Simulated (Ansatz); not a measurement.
ITl, charge -1, doublet, geometry from GFN2-xTB (such geometries of metal compounds can be far from the true shape) (a state made from the parent by changing its charge; the spin is typed, not shown lowest) (core potentials on I, Tl) (a gas-phase anion, which may not be bound at this level); B3LYP/def2-SV(P) run with Ansatz (an electronic-structure program).

The Ansatz input:
Ansatz 0.2 input:
```yaml
crystal:
  periodic: [false, false, false]
  atoms:
    - {symbol: Tl, position_ang: [-0.00000000, -0.00000000, -1.17686441]}
    - {symbol: I, position_ang: [0.00000000, 0.00000000, 1.79860409]}
basis:
  gaussian:
    orbitals: def2-SV_P_.json
hamiltonian:
  xc: b3lyp
total_charge: -1
magnetization: {spin_polarized: true, initial_magnetization: 1}
```
The basis file holds def2-SV(P) in the JSON format of the Basis Set Exchange.

Task: What does Ansatz print? Leave out banner, timings and long lists.

Result: 
```
Functional definition: B3LYP
687 factors; integrals over basis functions are off by at most 2.3e-4 eV
mean field evaluation 1: about -12801.2372 eV, gradient 1.1e1 eV
mean field evaluation 2: about -12801.1653 eV, gradient 1.2e1 eV
mean field evaluation 4: about -12802.1890 eV, gradient 8.0e-1 eV
mean field evaluation 8: about -12802.2014 eV, gradient 2.5e-2 eV
mean field evaluation 16: about -12802.2014 eV, gradient 6.8e-5 eV
mean field -12802.20142775 eV, -470.4722248260 hartree, gradient 6.8e-5 eV, S^2 0.751324; 2 other end points of the search recorded, 0 dependent functions left out
reference -12802.20161184 eV, -470.4722315913 hartree; 24, 23 occupied and 28, 29 virtual orbitals, 687 factors
Total energy: -12802.20161184 eV, -470.4722315913 hartree
```
